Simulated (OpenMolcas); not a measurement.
**Ni2+: effect of the metal basis**

Ni2+ with its 6 nearest oxide ions at 2.082 Å, on the Mg site of MgO (a = 4.2112 Å, distance in the model lattice 2.106 Å). The rest of the host is ab initio model potentials to 7.6 Å and point charges beyond; the distance is set by hand and nothing relaxes.

```
Program             : OpenMolcas
Method              : CASSCF
Spin-orbit coupling : state interaction with AMFI integrals over the reference wave functions
```

Fixed: ligand basis ANO-RCC-VDZP, active space 8 electrons in 5 orbitals (3d), DKH2 Hamiltonian.

States (labels of O, the rotations of Oh). Energies in cm-1 above the lowest state or level, χT in cm3 K/mol; 10Dq and B are least-squares fits to the states below 45000 cm-1, weighted by degeneracy, with a free offset, and given where the rms deviation is under 5 % of |10Dq| (or 100 cm-1) and under 700 cm-1.

```csv
Run,Metal basis,Ground state,First state of that spin,10Dq,B (rms of fit),First gap with spin-orbit (degeneracies),χT at 300 K,First state of another spin,Cost
A,ANO-RCC-VDZP,3A2,3T2 8514,8441,1236 (59),"8245 (3, 2)",1.346,1E 18179,roughly 14 core-seconds
B,ANO-RCC-VTZP,3A2,3T2 8245,8112,1254 (71),"7982 (3, 2)",1.356,1E 18495,roughly 14 core-seconds
```

Against A, |10Dq| changes by -3.9 % in B.

Costs are those of the RASSCF and RASSI steps.

Without dynamic correlation the repulsion within the d shell is too large (B by tens of per cent), so at a given field states of lower spin stand too high. Ligand-to-metal charge-transfer states are missing. With no ligand orbital active B as a rule stays too high, so bands that hang on it stand too high and its fall with covalency is understated. With metal d orbitals alone and no dynamic correlation 10Dq can be off by a tenth to a fifth, either way, in oxide and fluoride hosts. No measured value stands beside these numbers; the geometry was set by hand and not optimised.
